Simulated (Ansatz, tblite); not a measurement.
Removing and adding an electron: SbMe2H (C2H7Sb). Charge 0, multiplicity 1. Geometry: r2SCAN-D4/def2-SVP. Ansatz, gas phase; energy differences of separate SCF runs; the oxidised species was run as a doublet alone; the reduced species was run as a doublet alone.

```xyz
10

Sb   -0.139    1.330   -0.008
C     1.233   -0.004    1.045
H     2.080   -0.238    0.383
H     0.724   -0.935    1.331
H     1.618    0.495    1.946
C    -0.934   -0.245   -1.296
H    -1.852    0.107   -1.789
H    -1.157   -1.147   -0.710
H    -0.189   -0.484   -2.068
H    -1.384    1.121    1.167
```

In the def2 sets Sb takes a core potential; there is no spin–orbit coupling. The xTB rows come from tblite.

**Question.** Estimate orbital energies and vertical ionisation energies and electron affinities at: GFN1-xTB; GFN2-xTB; PBE-D4/def2-TZVP; PBE-D4/def2-TZVPD; r2SCAN-D4/def2-TZVP; r2SCAN-D4/def2-TZVPD; PBE0-D4/def2-TZVP; PBE0-D4/def2-TZVPD.

**Answer.** 
```csv
level,−HOMO (eV),vertical IE (eV),−LUMO (eV),vertical EA (eV),HOMO–LUMO gap (eV),IE − EA (eV),remarks
GFN1-xTB,11.21,14.53,5.56,2.11,5.65,12.42,–
GFN2-xTB,10.01,13.07,5.29,2.37,4.72,10.69,–
PBE-D4/def2-TZVP,5.76,8.74,0.82,–,4.94,–,–
PBE-D4/def2-TZVPD,5.77,–,0.92,-0.84,4.85,–,HOMO above zero (-1 doublet)
r2SCAN-D4/def2-TZVP,5.98,8.76,0.51,–,5.47,–,–
r2SCAN-D4/def2-TZVPD,5.99,–,0.57,-0.97,5.42,–,HOMO above zero (-1 doublet)
PBE0-D4/def2-TZVP,6.75,8.81,0.08,–,6.67,–,–
PBE0-D4/def2-TZVPD,6.76,–,0.23,-0.97,6.53,–,HOMO above zero (-1 doublet)
```

   A HOMO above zero means that the electron is unbound at that level or that self-interaction error raises the level; the energy of removing that electron tells which. Raw xTB energy differences between charge states are shifted by several eV; the methods need an empirical correction for them. A negative affinity means that the extra electron isn't bound; its size then hangs on the basis.
